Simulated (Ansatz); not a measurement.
Ansatz (a quantum-chemistry and plane-wave program) input (BLYP/6-31G*):

Ansatz 0.2 input:
```yaml
crystal:
  periodic: [false, false, false]
  atoms:
    - {symbol: C, position_ang: [1.89810304, -0.00695638, -0.13375735]}
    - {symbol: C, position_ang: [0.71704237, -0.18849680, 0.06093693]}
    - {symbol: C, position_ang: [-0.77587317, -0.34474074, 0.26312233]}
    - {symbol: O, position_ang: [-1.51511058, 0.61783038, -0.26041654]}
    - {symbol: H, position_ang: [2.92521377, 0.18217212, -0.32181517]}
    - {symbol: H, position_ang: [-0.86507089, -0.48866269, 1.38731378]}
    - {symbol: H, position_ang: [-0.97489164, -1.39498896, -0.12397777]}
basis:
  gaussian:
    orbitals: 6-31G*
hamiltonian:
  xc: {name: BLYP}
total_charge: -1
output: {forces: true}
```

Output:

```
Functional definition: BLYP
integrals: 0.02 GiB planned
756 factors; their error is unknown
mean field: 0.13 GiB planned
mean field evaluation 1: about -5197.9271 eV, gradient 4.2e1 eV
mean field evaluation 2: about -5177.5592 eV, gradient 1.1e2 eV
mean field evaluation 4: about -5201.8106 eV, gradient 5.8e0 eV
mean field evaluation 8: about -5201.8957 eV, gradient 1.8e-1 eV
mean field evaluation 16: about -5201.8543 eV, gradient 5.7e-5 eV
mean field -5201.85425712 eV, -191.1646180059 hartree, gradient 5.7e-5 eV, S^2 0.000000; 0 other end points of the search recorded, 0 dependent functions left out
the calculation of the forces begins
reference -5201.85451957 eV, -191.1646276506 hartree; 15, 15 occupied and 51, 51 virtual orbitals, 756 factors
Total energy: -5201.85451957 eV, -191.1646276506 hartree
Atom 0 at     1.898103    -0.006956    -0.133757 Å, force     1.476596     0.220363    -0.239452 eV/Å
Atom 1 at     0.717042    -0.188497     0.060937 Å, force    -1.217021    -0.341403     0.293178 eV/Å
Atom 2 at    -0.775873    -0.344741     0.263122 Å, force    -0.470158     0.560845    -0.302176 eV/Å
Atom 3 at    -1.515111     0.617830    -0.260417 Å, force    -0.171265     0.399813    -0.227324 eV/Å
Atom 4 at     2.925214     0.182172    -0.321815 Å, force     0.418255     0.125062    -0.105393 eV/Å
Atom 5 at    -0.865071    -0.488663     1.387314 Å, force     0.009293    -0.255421     0.668969 eV/Å
Atom 6 at    -0.974892    -1.394989    -0.123978 Å, force    -0.045699    -0.709259    -0.087801 eV/Å
Dipole moment:     0.700550    -0.257003     0.103219 e Å
```

The dipole moment of an ion depends on the origin.

The geometry given is a B3LYP-D3(BJ)/def2-TZVP minimum.
